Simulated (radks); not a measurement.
The numbers below are computed, except where a source is named.
Neutral caesium inside a hard spherical wall (all orbitals vanish at R), configuration held at [Xe] 6s1 and not refilled when levels cross. Level of theory: scalar-relativistic Kohn-Sham, LDA (Slater exchange, VWN5 correlation), spin-polarised, spherical densities, finite nucleus; open shells are filled with parallel spins first (spin-orbit coupling, left out, can overturn this in heavy ions); Fermi nuclear charge, rms radius 4.8041 fm (a radial shooting solver on a logarithmic mesh with Libxc functionals). Eigenvalues in eV for spin up, with the zero of energy where the potential of the charges vanishes at infinity; a dash marks a level that is unbound or too diffuse for the functional's potential to be trusted. A positive occupied level is held by the wall or, in an anion where self-interaction has pushed it up, behind a barrier. The pressure on the wall is -dE/dV.

R (bohr)  E (hartree)  kinetic (hartree)    e(4d)    e(5s)    e(5p)   e(6s)  e(6p, empty)  e(5d, empty)  pressure (GPa)
free       -7780.5652           8194.964  -74.218  -26.867  -13.595  -2.389        -0.884        -0.594               0
20         -7780.5652           8194.964  -74.217  -26.866  -13.595  -2.389        -0.879        -0.591        < 0.0001
15         -7780.5650           8194.965  -74.197  -26.846  -13.575  -2.374        -0.817        -0.557         0.00135
12         -7780.5636           8194.976  -74.088  -26.741  -13.473  -2.281        -0.569        -0.421          0.0196
10         -7780.5583           8195.006  -73.855  -26.515  -13.257  -2.025        -0.023        -0.138           0.115
8          -7780.5366           8195.100  -73.328  -26.017  -12.787  -1.185         1.510         0.562           0.749
5          -7780.2390           8196.290  -70.105  -23.327  -10.220   7.141        13.709         5.179            30.6
4          -7779.5636           8199.040  -65.122  -19.509   -6.152  21.017        31.232        11.830             184
3          -7776.4708           8210.428  -51.185   -7.433    8.039  66.200        83.199        32.795            1680
2          -7755.4970           8277.884   -7.608   54.463   81.059  262.31        293.22        126.74           31200
1.5        -7698.0080           8447.833   65.531   208.59   251.03  637.26        678.28        314.86          230000
